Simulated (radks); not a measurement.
Ir4+, 73 electrons, occupied as [Xe] 4f14 5d5 (the NIST ground configuration).

Calculated with a radial shooting solver on a logarithmic mesh with Libxc functionals: scalar-relativistic Kohn-Sham, revPBE, spin-polarised, spherical densities, finite nucleus; open shells are filled with parallel spins first (spin-orbit coupling, left out, can overturn this in heavy ions); Fermi nuclear charge, rms radius 5.4032 fm.

Energy parts (Ry):
| part | energy |
|---|---|
| total | -35641.9117 |
| kinetic | 39608.9193 |
| electron-nucleus | -88175.7694 |
| Hartree | 13615.2112 |
| exchange-correlation | -690.2729 |

Orbitals (lengths in bohr, moments of r in powers of bohr; r(max) is where P^2 peaks; r(90%) holds 90 % of the orbital's charge):
orbital  occ.  eigenvalue (Ry)      <r^2>   <1/r>  r(90%)   r(max)
1s down     1        -5596.885  0.0004196   92.16  0.0318  0.01082
1s up       1        -5596.885  0.0004196   92.16  0.0318  0.01082
2s up       1        -982.0390   0.006418   21.59   0.114  0.06230
2s down     1        -982.0112   0.006418   21.59   0.114  0.06230
2p up       3        -853.8047   0.005363   19.36   0.108  0.05138
2p down     3        -853.7824   0.005363   19.36   0.108  0.05138
3s up       1        -232.3497    0.04148   8.002   0.279   0.1756
3s down     1        -232.3405    0.04148   8.003   0.279   0.1756
3p up       3        -194.8351    0.04243   7.338   0.286   0.1745
3p down     3        -194.8245    0.04243   7.338   0.286   0.1745
3d up       5        -153.4950    0.03516   6.918   0.269   0.1421
3d down     5        -153.4754    0.03516   6.918   0.269   0.1421
4s up       1        -52.29903     0.2022   3.418   0.607   0.3972
4s down     1        -52.27334     0.2023   3.417   0.607   0.3973
4p up       3        -39.98975     0.2307   3.095   0.654   0.4174
4p down     3        -39.96626     0.2307   3.094   0.654   0.4175
4d up       5        -24.85797     0.2648   2.766   0.715   0.4262
4d down     5        -24.83049     0.2644   2.767   0.714   0.4263
5s up       1        -10.70723      1.067   1.378    1.39   0.8920
5s down     1        -10.49270      1.049   1.393    1.38   0.8867
4f up       7         -8.04302     0.3515   2.315   0.870   0.3951
4f down     7         -7.99744     0.3457   2.323   0.862   0.3950
5p up       3         -7.51357      1.411   1.177    1.62    1.003
5p down     3         -7.24036      1.389   1.191    1.60   0.9941
5d up       5         -3.82569      2.485  0.8722    2.19    1.254
5d down     0         -3.50784      2.544  0.8706    2.24    1.241
6s up       0         -3.16351      5.622  0.5748    3.19    2.067
6s down     0         -2.95085      5.835  0.5572    3.24    2.113
6p up       0         -2.40278      7.970  0.4788    3.80    2.467
5f up       0         -1.37368      10.78  0.3985    4.61    2.664

The highest occupied level is 5d up at -52.051 eV. Spin moment in Bohr magnetons: 5. The spin density at the nucleus is -33.20 e/bohr^3 (1s -0.22, 2s -3.31, 3s 0.17, 4s 3.92, 5s -33.76). Summed over all electrons, <r^2> = 32.99 bohr^2, which gives a Langevin (diamagnetic) susceptibility term of -26.1 x 10^-6 cm^3/mol.
